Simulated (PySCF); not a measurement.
## J couplings in `B(OC)I`, CH₄BIO

Geometry (Å), atoms numbered from 1 in this order:
```xyz
8

C    -1.1009   -0.3795    0.0659
O    -0.1861    0.6894    0.0252
B     1.1257    0.6716   -0.1710
I     2.2545   -1.1446   -0.4954
H    -0.6010   -1.3498   -0.0774
H    -1.6101   -0.3678    1.0402
H    -1.8497   -0.2311   -0.7253
H     1.7388    1.7064   -0.1715
```

Calculated values (PySCF 2.14 with density-fitted X2C routines): indirect couplings, PBE0/pcJ-1 (dyall-v2z on I), no solvent, Gaussian nuclear model, PBE0-D3(BJ)/def2-SVP geometry.

Non-relativistic values:
| coupling | atoms | J (Hz) |
| --- | --- | --- |
| 1J(127I,11B) | I4 – B3 | -147.9 |
| 2J(127I,17O) | I4 – O2 | 28.9 |
| 2J(127I,1H) | I4 – H8 | 61.6 |
| 3J(127I,13C) | I4 – C1 | 9.4 |
| 4J(127I,1H) | I4 – H5/H6/H7 | -2.1 |

Problem. What do two-component X2C with spin–orbit coupling give?

Solution. 
```tsv
coupling	atoms	with spin–orbit (Hz)
1J(127I,11B)	I4 – B3	-206.2
2J(127I,17O)	I4 – O2	31.9
2J(127I,1H)	I4 – H8	69.7
3J(127I,13C)	I4 – C1	8.1
4J(127I,1H)	I4 – H5/H6/H7	-2.1
```

The largest listed coupling, 1J(127I,11B), ends at 1.39 times its non-relativistic value. Equivalent partners are averaged, as under fast rotation. In the static structure 4J(127I,1H) spreads over -3.7, -1.3, -1.3 Hz. Couplings to strongly quadrupolar nuclei (127I) are seldom resolved in solution.
